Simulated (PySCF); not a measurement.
C₅H₆FO₂Si (doublet state).
Structure used (GFN2-xTB), in Å, numbered top down from 1:
```xyz
15
C5H6FO2Si angstrom
C      2.9482    1.4140    0.8224
C      1.8292    0.8390    0.9696
F      0.8275    1.1597    1.7940
Si     1.4154   -0.8012   -0.1050
C     -0.4465   -1.0086    0.2603
O     -0.9471   -1.8193    1.0138
C     -1.1865    0.0787   -0.4693
C     -2.6727    0.1005   -0.3809
O     -0.4951    0.8603   -1.0962
H      3.8322    1.3202    0.2474
H      1.8160   -0.5436   -1.4775
H      2.1839   -1.8770    0.5207
H     -2.9484    0.3308    0.6484
H     -3.0655   -0.8899   -0.6039
H     -3.0952    0.8445   -1.0507
```

The hyperfine couplings belong to this conformer and change with its torsions.

As a line formula: `[H]/[C]=C(/F)[SiH2]C(=O)C(C)=O` [radical].

Theory: PySCF 2.14.0, UKS B3LYP, pcH-1 on C F H O Si, non-relativistic, mean-field spin-orbit, GIAO. The structure is a single GFN2-xTB conformer in the gas phase; no vibrational or solvent corrections. Couplings are sensitive to structure, and on GFN2-xTB geometries they can be far from those on DFT ones. The SCF solution wasn't tested for stability.

Principal values of hyperfine tensors in MHz (contact, dipolar and spin–orbit terms together), for some of the nuclei:

```csv
atom,isotope,A1,A2,A3
C1,13C,114.76,131.82,328.06
Si4,29Si,-106.14,-66.03,-63.80
C2,13C,-72.59,-61.12,-25.56
C5,13C,2.92,8.37,17.01
H10,1H,-37.40,-11.46,31.68
H12,1H,-7.04,-5.33,-1.20
O6,17O,-25.51,2.42,14.59
H11,1H,-5.52,-3.84,1.32
```

(1) Split each tensor into its isotropic and traceless parts, and turn a_iso into mT with g = 2.0017.

(2) What spin density at the nucleus of O6 lies behind its contact coupling (g_N = -0.75752)?

(3) F3 (19F, g_N = 5.25774) isn't in the table. Its spin density at the nucleus is 0.07066 bohr⁻³. What is its contact coupling?

(4) Which nucleus of the table has the largest anisotropic coupling, and what is its form?

(5) In a single crystal, with the field along each principal axis of the tensor of Si4 in turn, what first-order splitting does this nucleus give (isotropic g, quadrupole terms neglected)?

Answers

(1) a_iso = (A1 + A2 + A3)/3, Ti = Ai − a_iso; 1 mT corresponds to 28.017 MHz. The tensors hold a spin–orbit part: the run splits a_iso into a_FC + a_SO, and T includes its anisotropic share.

```
atom  a_iso (MHz)    a_FC   a_SO  a_iso (mT)      T1      T2      T3
  C1       191.54  191.68  -0.13       6.837  -76.79  -59.72  136.51
 Si4       -78.66  -78.82   0.16      -2.808  -27.49   12.63   14.86
  C2       -53.09  -53.06  -0.04      -1.895  -19.50   -8.03   27.53
  C5         9.43    9.46  -0.02       0.337   -6.51   -1.07    7.58
 H10        -5.73   -5.72   0.00      -0.204  -31.67   -5.74   37.41
 H12        -4.52   -4.53   0.00      -0.161   -2.51   -0.81    3.32
  O6        -2.83   -2.85   0.02      -0.101  -22.68    5.26   17.43
 H11        -2.68   -2.68   0.00      -0.096   -2.85   -1.16    4.00
```

(2) a_FC = 800.24 MHz bohr³ × g_N × ρ(0)/(2S). With a_FC = -2.85 MHz and 2S = 1, ρ(0) = 0.004702 bohr⁻³. The nuclear moment is negative, so coupling and spin density have opposite signs.

(3) By the same relation, a_FC = 297.3 MHz. The spin–orbit term adds +0.56 MHz. Its full tensor has the principal values 194.76, 237.61, 461.26 MHz.

(4) C1: -76.8, -59.7, 136.5 MHz (the dipolar term alone has -76.6, -59.8, 136.4), rhombic: the two smaller values differ by 13 % of the largest.

(5) 2 lines (I = 1/2), spaced by |A_i|/(g × 13.996): 3.79, 2.36, 2.28 mT along the axes of A1, A2 and A3.
